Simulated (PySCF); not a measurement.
trans-(1R,2R)-1-chloro-2-ethynylcyclopropane (C₅H₅Cl), SMILES Cl[C@@H]1C[C@@H]1C#C. Atoms are numbered in the order given.

```xyz
11

C      2.4601    -0.5494     0.7216
C      1.4297    -0.7598     0.1211
C      0.2174    -1.0160    -0.6044
C     -1.0901    -1.2359     0.1311
C     -0.8944     0.0079    -0.6589
Cl    -0.7186     1.5458     0.1562
H      3.3715    -0.3577     1.2565
H      0.3578    -1.5843    -1.5310
H     -1.7787    -1.9944    -0.2498
H     -1.0528    -1.1394     1.2185
H     -1.4169     0.1160    -1.6121
```
Charge 0, spin multiplicity 1.

The structure is a stationary point at PBE0-D3(BJ)/def2-SVP.

Vertical ionisation energy (IE) and electron affinity (EA) in eV. Rows of orbital energies are one-electron estimates. Where ΔSCF, EOM or ADC give a negative EA the extra electron is unbound and the value depends on the basis.

```csv
level,IE,EA
"−ε(HOMO), −ε(LUMO), M06-2X/def2-TZVP (PySCF)",8.59,-1.35
"−ε(HOMO), −ε(LUMO), PBE/def2-TZVP (PySCF)",?,?
```

Problem. What belongs in the gaps? (An estimate is asked for; the answer gives what the named calculation found.)

Solution. 
- −ε(HOMO), −ε(LUMO), PBE/def2-TZVP (PySCF), IE: 6.23
- −ε(HOMO), −ε(LUMO), PBE/def2-TZVP (PySCF), EA: 0.46
